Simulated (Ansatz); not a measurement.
`COB(C)[SeH]` + `O[SiH](F)[SiH3]` → `CO[SiH](F)[SiH3]` + `CB(O)[SeH]`  (substitution at a C–O bond)

Program: Ansatz. Geometries: PBE0-D4/def2-TZVP. ΔE: electronic, gas phase. CCSD(T)/CBS is the MP2 limit (def2-TZVPP, def2-QZVPP) plus CCSD(T) − MP2 in def2-TZVPP, frozen cores. Functionals use def2-TZVPP. For Se outer-core shells are correlated without core-valence functions, which leaves a few kJ/mol of doubt a bond. Scalar relativity is left out up to krypton. Each species was taken in one conformer, which may not be the lowest.

| species | B2PLYP energy (Eh) |
| --- | --- |
| `COB(C)[SeH]` | -2581.66880 |
| `O[SiH](F)[SiH3]` | -756.92328 |
| `CO[SiH](F)[SiH3]` | -796.19333 |
| `CB(O)[SeH]` | -2542.39663 |

(1) Work out ΔE.

Largest T1 diagnostic among the species: 0.013.

Results:

(1) ΔE = (-796.19333) + (-2542.39663) − (-2581.66880) − (-756.92328) = 0.00212 Eh = +5.6 kJ/mol. CCSD(T)/CBS gives +9.2 kJ/mol.

In def2-TZVPP, CCSD(T) changes the Hartree–Fock value by +6.7 kJ/mol (the triples alone add +1.2 kJ/mol) and MP2 by +8.4 kJ/mol.
